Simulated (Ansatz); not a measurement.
Molecule: C₄H₃N₂, net charge 0, doublet state. It need not be the lowest isomer of its formula. 
Structure (B3LYP-D3(BJ)/def2-TZVP (Ansatz, a first-principles code) minimum search):
```
C
H 1 1.0808
C 1 1.3886 2 121.27
N 3 1.3419 1 121.17 2 180.00
C 4 1.3021 3 114.67 1 0.00
N 5 1.3021 4 130.88 3 0.00
C 6 1.3419 5 114.67 4 0.00
H 7 1.0841 6 117.03 5 180.00
H 3 1.0841 4 117.03 5 -180.00
```
Charge 0, spin multiplicity 2.

Total electronic energies in hartree. Correlated levels leave the core frozen unless marked. UHF or UKS for open shells. Spin-orbit coupling is left out. Non-relativistic. CBS marks a two-point X^-3 extrapolation of the correlation energy; Hartree-Fock from the larger set. The program attaches cautions to a run behind HF/STO-3G: large difference.

The UHF reference is spin-contaminated (<S^2> 0.49 over the pure value in the largest basis). 

```csv
level,program,energy (Eh)
HF/STO-3G,Ansatz,-258.73679
PBE/def2-TZVPD,Ansatz,-263.42484
revPBE-D4/def2-TZVPD,Ansatz + dftd4,-263.70414
r2SCAN/def2-TZVPD,Ansatz,-263.59665
B3LYP/def2-TZVPD,Ansatz,-263.74253
PBE0-D4/def2-TZVPD,Ansatz + dftd4,-263.43908
PBE0/def2-TZVP,Ansatz,-263.43129
BHLYP-D3(BJ)/def2-TZVPD,Ansatz + dftd3,-263.59305
BHLYP-D4/def2-TZVPD,Ansatz + dftd4,-263.59120
r2SCANh/def2-TZVPD,Ansatz,-263.58102
r2SCAN0-D4/def2-TZVPD,Ansatz + dftd4,-263.56109
HSE06/def2-TZVPD,Ansatz,-263.41869
B2GP-PLYP-D4/def2-TZVPD,Ansatz + dftd4,-263.47161
PBE-QIDH/def2-TZVPD,Ansatz,-263.37902
RPA@PBE/cc-pVTZ,Ansatz,-263.60604
MP2/cc-pVTZ,Ansatz,-263.07527
RI-MP2/cc-pVQZ,Ansatz,-263.15558
SCS-MP2/cc-pVDZ,Ansatz,-262.80296
SCS-MP2/cc-pVTZ,Ansatz,-263.04740
CCSD/cc-pVTZ,Ansatz,-263.12064
CCSD/cc-pVQZ,Ansatz,-263.19118
"CCSD/CBS(cc-pVTZ,cc-pVQZ)",Ansatz,-263.2301
"CCSD(T)/CBS(cc-pVTZ,cc-pVQZ)",Ansatz,-263.2932
```

Totals of different functionals don't rank their quality; only differences between species are comparable.
